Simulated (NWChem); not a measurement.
System meant: CH$_{5}$BClN; SMILES NB(C)Cl

NWChem input:

```
start job
memory heap 200 mb stack 900 mb global 1100 mb
geometry units angstroms noautoz
  B     -0.068532    -0.409040     0.000969
  Cl     0.119255     1.387519    -0.001685
  C      1.217190    -1.315704     0.000314
  H      1.822408    -1.125764    -0.895326
  H      0.986987    -2.387516     0.031403
  H      1.859107    -1.081068     0.858555
  N     -1.372308    -0.904788     0.000412
  H     -1.572856    -1.895424     0.001901
  H     -2.192127    -0.313306    -0.001855
end
basis spherical
  B library def2-svp
  Cl library def2-svp
  C library def2-svp
  H library def2-svp
  N library def2-svp
end
dft
  xc b3lyp
  iterations 4
  mulliken
end
task dft energy
```

End of the output:

```
    Atom       Charge   Shell Charges
 -----------   ------   -------------------------------------------------------
    1 B    5     5.29   1.96  0.54  0.24  1.47  0.79  0.30
    2 Cl  17    16.90   2.00  1.95  1.02  0.74  5.82  2.27  3.07  0.02
    3 C    6     6.13   1.96  0.57  0.31  1.91  1.33  0.05
    4 H    1     0.95   0.63  0.26  0.07
    5 H    1     0.97   0.63  0.27  0.07
    6 H    1     0.95   0.63  0.26  0.07
    7 N    7     6.97   1.97  0.67  0.39  2.26  1.65  0.03
    8 H    1     0.92   0.59  0.20  0.12
    9 H    1     0.92   0.59  0.20  0.12

 center of mass
 --------------
 x =  -0.02592401 y =   0.18865808 z =   0.00021669

 moments of inertia (a.u.)
 ------------------
         406.863148575986          -0.000000000000          -0.000000000000
          -0.000000000000         219.097693901680           0.000000000000
          -0.000000000000           0.000000000000         614.877835001188

     Multipole analysis of the density
     ---------------------------------

     L   x y z        total         alpha         beta         nuclear
     -   - - -        -----         -----         ----         -------
     0   0 0 0     -0.000000    -20.000000    -20.000000     40.000000

     1   1 0 0     -0.575868     -0.287934     -0.287934     -0.000000
     1   0 1 0     -0.864418     -0.432209     -0.432209     -0.000000
     1   0 0 1     -0.002985     -0.001492     -0.001492      0.000000

     2   2 0 0    -20.284702    -76.971193    -76.971193    133.657684
     2   1 1 0      1.312628      3.185340      3.185340     -5.058052
     2   1 0 1     -0.001568      0.001109      0.001109     -0.003786
     2   0 2 0    -22.579458   -120.994061   -120.994061    219.408663
     2   0 1 1      0.006095     -0.002918     -0.002918      0.011930
     2   0 0 2    -24.045854    -14.772152    -14.772152      5.498450

 ------------------------------------------------------------------------
 dft energy failed                                                                                  0
 ------------------------------------------------------------------------
 ------------------------------------------------------------------------
  current input line :
    26: task dft energy
 ------------------------------------------------------------------------
 ------------------------------------------------------------------------
 This type of error is most commonly associated with calculations not reaching convergence criteria
 ------------------------------------------------------------------------
 For more information see the NWChem manual at https://nwchemgit.github.io

0:dft energy failed:Received an Error in Communication
```

Q: What is wrong, and how is it mended?

A: The run did not converge; its last values are not results. Cause: the SCF was allowed too few iterations. This input runs:
```
start job
memory heap 200 mb stack 900 mb global 1100 mb
geometry units angstroms noautoz
  B     -0.068532    -0.409040     0.000969
  Cl     0.119255     1.387519    -0.001685
  C      1.217190    -1.315704     0.000314
  H      1.822408    -1.125764    -0.895326
  H      0.986987    -2.387516     0.031403
  H      1.859107    -1.081068     0.858555
  N     -1.372308    -0.904788     0.000412
  H     -1.572856    -1.895424     0.001901
  H     -2.192127    -0.313306    -0.001855
end
basis spherical
  B library def2-svp
  Cl library def2-svp
  C library def2-svp
  H library def2-svp
  N library def2-svp
end
dft
  xc b3lyp
  iterations 150
  mulliken
end
task dft energy
```
It converges to -580.81039 Ha (B3LYP/def2-SVP).
